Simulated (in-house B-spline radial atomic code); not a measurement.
# Cd VII (Cd6+): [Kr] 4d6

Computed with an all-electron radial atomic-structure program (B-spline basis): non-relativistic LC-wPBE, spin-polarised, spherical fractional occupations, exact exchange averaged over the configuration, point nucleus.

Screening seen three ways: the hydrogenic charge with the same mean radius, Z_r = [3n² - l(l+1)]/(2<r>), the one with the same energy, Z_e = n√(-2ε), and Slater's rules. Values are occupation-weighted means over spin.

```tsv
shell	electrons	ε (eV)	<r> (bohr)	Z_r	Z_e	Slater
1s	2	-25754	0.03171	47.31	43.51	47.70
2s	2	-3831.8	0.1373	43.69	33.56	43.85
2p	6	-3578.8	0.1173	42.64	32.44	43.85
3s	2	-795.53	0.3708	36.41	22.94	36.75
3p	6	-692.81	0.3624	34.49	21.41	36.75
3d	10	-503.03	0.3341	31.43	18.24	26.85
4s	2	-196.55	0.8873	27.05	15.20	20.25
4p	6	-162.36	0.9345	24.61	13.82	20.25
4d	6	-106.6	1.07	19.63	11.20	10.25
```

The least bound orbital is 4d down at -103.2 eV, and it is also the most diffuse (<r> = 1.076 bohr).

The density falls to 0.001 bohr⁻³ at 2.565 bohr; Σ<r²> = 18.365 bohr² gives, by the non-relativistic formula and without the paramagnetism of open shells, a Langevin diamagnetic susceptibility of -14.54×10⁻⁶ cm³/mol.
